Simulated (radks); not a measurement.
Values are calculated unless marked as measured or tabulated.
These are the eigenvalues of the occupied orbitals of an atom or ion with whole-number occupations (hartree). Code: a radial shooting solver on a logarithmic mesh with Libxc functionals. Model: Dirac Kohn-Sham, BLYP, spin-unpolarised, spherical densities, finite nucleus; Fermi nuclear charge, rms radius of each element as measured or else 0.836 A^(1/3) + 0.57 fm.

1s1/2: -807.3465
2s1/2: -191.2410

Which element is it, and in what charge state? The configuration may be excited. Open shells, if any, fill j = l - 1/2 first.

Answer. Z = 41, niobium, charge +37: Nb37+ in [He] 2s2. The 1s level, -807.35 hartree, gives Z - s = 40.2 by -(Z - s)^2/2, which with screening and relativity narrows Z to a few neighbours, and the depths must fix Z and the occupations together.
